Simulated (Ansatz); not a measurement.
`[Cl][Nb]([Cl])([Cl])[Cl]` radical. Charge 0, multiplicity 2. Nb takes the def2 core potential. The structure was optimised at the PBE0-D4/def2-TZVP level.

```xyz
5

Cl   -0.801    1.292    1.679
Nb    0.000    0.000    0.000
Cl    0.608   -1.952    0.974
Cl   -1.648   -0.068   -1.552
Cl    1.840    0.729   -1.100
```

Problem. What is the dipole moment at PBE/def2-TZVPP? (Estimate.)

Solution. Ansatz gave: 0.00 D, zero by symmetry or nearly so.

Problem. Give the Mulliken charges with PBE, ωB97M-V, r2SCAN in def2-TZVPP. (Estimate.)

Solution. Computed: 
```tsv
atom	PBE	ωB97M-V	r2SCAN
Cl1	-0.23	-0.22	-0.26
Nb2	0.90	0.87	1.02
Cl3	-0.23	-0.22	-0.26
Cl4	-0.23	-0.22	-0.26
Cl5	-0.23	-0.22	-0.26
```
